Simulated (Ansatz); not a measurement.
```yaml
crystal:
  periodic: [false, false, false]
  atoms:
    - {symbol: C, position_ang: [-0.319889, 0.337831, 1.271404]}
    - {symbol: C, position_ang: [0.551995, 0.337782, 0.813389]}
    - {symbol: Sn, position_ang: [0.903010, -0.816018, 0.206468]}
    - {symbol: C, position_ang: [-0.064000, -0.848017, -0.731779]}
    - {symbol: C, position_ang: [-0.106519, 0.094529, -1.156376]}
    - {symbol: H, position_ang: [-0.447944, -0.209314, 1.497596]}
    - {symbol: H, position_ang: [-0.555807, 0.840183, 1.648033]}
    - {symbol: H, position_ang: [-0.858115, 0.276196, 0.682676]}
    - {symbol: H, position_ang: [1.117373, 0.433312, 1.542536]}
    - {symbol: H, position_ang: [0.773658, 0.924340, 0.470512]}
    - {symbol: H, position_ang: [0.030284, -1.415207, -1.357913]}
    - {symbol: H, position_ang: [-0.722018, -0.857351, -0.417343]}
    - {symbol: H, position_ang: [0.524706, 0.227017, -1.473687]}
    - {symbol: H, position_ang: [-0.685021, 0.109326, -1.604411]}
    - {symbol: H, position_ang: [-0.221886, 0.570697, -0.858422]}
basis:
  gaussian: {orbitals: def2-SVP}
hamiltonian: {xc: {name: BHLYP}, dispersion: d4}
accuracy: high
output: {forces: true}
```

```sh
$ ansatz run in.yaml --threads 2 --pin off --events-out ev --progress --plain --max-ram 20480MiB --backend cpu
```

Shortened log:

```
Functional definition: BHLYP
3183 factors; integrals over basis functions are off by at most 3.3e-9 eV
mean field evaluation 1: about -9973.8915 eV, gradient 1.4e2 eV
mean field evaluation 2: about -9967.7404 eV, gradient 1.4e2 eV
mean field evaluation 4: about -10006.6291 eV, gradient 6.0e0 eV
mean field evaluation 8: about -10008.0873 eV, gradient 3.8e-1 eV
mean field evaluation 16: about -10008.0877 eV, gradient 5.1e-4 eV
mean field -10008.08771429 eV, -367.7904397748 hartree, gradient 7.0e-8 eV, S^2 0.000000; 0 other end points of the search recorded, 0 dependent functions left out
reference -10008.08773935 eV, -367.7904406956 hartree; 28, 28 occupied and 104, 104 virtual orbitals, 3183 factors
Total energy: -10008.59665731 eV, -367.8091430857 hartree
Atom 0 at    -0.319889     0.337831     1.271404 Å, force   -17.040715    33.758522   -16.915054 eV/Å
Atom 1 at     0.551995     0.337782     0.813389 Å, force    33.880990    32.061131    22.272811 eV/Å
Atom 2 at     0.903010    -0.816018     0.206468 Å, force    81.391305   -69.373997    19.646824 eV/Å
Atom 3 at    -0.064000    -0.848017    -0.731779 Å, force   -21.874675   -40.212462   -32.418094 eV/Å
Atom 4 at    -0.106519     0.094529    -1.156376 Å, force    10.140971   -39.591938   -42.244853 eV/Å
Atom 5 at    -0.447944    -0.209314     1.497596 Å, force   -19.213573   -74.404189    35.005826 eV/Å
Atom 6 at    -0.555807     0.840183     1.648033 Å, force   -19.328405    41.953292    32.476666 eV/Å
Atom 7 at    -0.858115     0.276196     0.682676 Å, force   -18.867377    -0.503003   -16.216416 eV/Å
Atom 8 at     1.117373     0.433312     1.542536 Å, force     7.240098     2.017677     6.070541 eV/Å
Atom 9 at     0.773658     0.924340     0.470512 Å, force    12.384423    35.247894   -19.943647 eV/Å
Atom 10 at     0.030284    -1.415207    -1.357913 Å, force    -0.102274   -12.464582   -11.357358 eV/Å
Atom 11 at    -0.722018    -0.857351    -0.417343 Å, force   -34.864868    -4.943219    15.420996 eV/Å
Atom 12 at     0.524706     0.227017    -1.473687 Å, force    34.922169    10.104940   -20.447238 eV/Å
Atom 13 at    -0.685021     0.109326    -1.604411 Å, force   -28.549610     2.263486   -25.414481 eV/Å
Atom 14 at    -0.221886     0.570697    -0.858422 Å, force   -20.118458    84.086449    54.063476 eV/Å
Dipole moment:    -0.856297     0.658402    -0.142110 e Å
```

In this input the geometry is squeezed to about two thirds of its size. Self-consistency was reached. The result belongs to that input, not to the molecule as meant.
